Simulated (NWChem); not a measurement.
Isomers of C3H7BO, each optimised at B3LYP/6-31G* with NWChem, gas phase unless a solvent is named. Flexible species stand in one conformer each, which need not be the lowest. Pople sets run with spherical d functions. Relative energies count from the lowest isomer at each level and are electronic, without zero-point energy, on those geometries.

A: OB1CCC1
B: C=CB(C)O
C: CB(C)C=O
D: C=CCBO

```tsv
quantity	A	B	C	D
relative energy, B3LYP/def2-TZVP (kcal/mol)	11.6	0.0	36.3	12.8
relative energy, Hartree-Fock/def2-TZVP (kcal/mol)	13.7	0.0	37.4	12.7
dipole (D), B3LYP/6-31G*	1.49	1.15	2.63	1.66
```
